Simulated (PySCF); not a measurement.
HP$_{2}$ (SMILES P#[PH+]), charge +1, singlet, geometry from GFN2-xTB. Base run: B3LYP/6-31G run with PySCF.

PySCF was given this input:
```python
from pyscf import gto, scf, dft, solvent

mol = gto.Mole()
mol.atom = '''
    P    -0.00000000   -0.00000000   -1.02596745
    P     0.00000000    0.00000000    0.87502950
    H     0.00000000    0.00000000    2.26406917
'''
mol.basis = '6-31g'
mol.charge = 1
mol.verbose = 4
mol.build()

mf = dft.RKS(mol)
mf.xc = 'b3lyp'
mf.kernel()
```

Each row names what was changed in the base input (with any setting that the change needs).

| change | ΔE vs base (kcal/mol) | HOMO-LUMO gap (eV) |
|---|---|---|
| base | 0.000 | 5.30 |
| model = IEF-PCM; solvent = acetonitrile | -65.7 | 5.26 |
| model = IEF-PCM; solvent = chloroform; r_probe = 0.5 | ___ | 5.29 |
| model = IEF-PCM; solvent = chloroform; vdw_scale = 1.4 | -45.50 | 5.29 |
| model = C-PCM; solvent = chloroform | ___ | 5.27 |
| model = IEF-PCM; solvent = chloroform; vdw_scale = 1.1 | -58.72 | 5.26 |
| model = IEF-PCM; solvent = chloroform; lebedev_order = 11 | -53.32 | 5.27 |
| model = ddCOSMO; solvent = chloroform | -49.71 | 5.27 |
| model = IEF-PCM; solvent = chloroform | -53.11 | 5.27 |
| model = IEF-PCM; solvent = n-hexane | -31.51 | 5.29 |
| model = IEF-PCM; solvent = 2-propanol | -64.0 | 5.26 |
| model = SS(V)PE; solvent = chloroform | ___ | 5.27 |

Problem. Some entries are withheld; supply them.

Solution. 
- model = IEF-PCM; solvent = chloroform; r_probe = 0.5, ΔE vs base (kcal/mol): -42.75
- model = C-PCM; solvent = chloroform, ΔE vs base (kcal/mol): -53.14
- model = SS(V)PE; solvent = chloroform, ΔE vs base (kcal/mol): -52.46

The base is the gas phase, so ΔE is the electrostatic part of solvation at a fixed geometry, without cavity and dispersion terms.
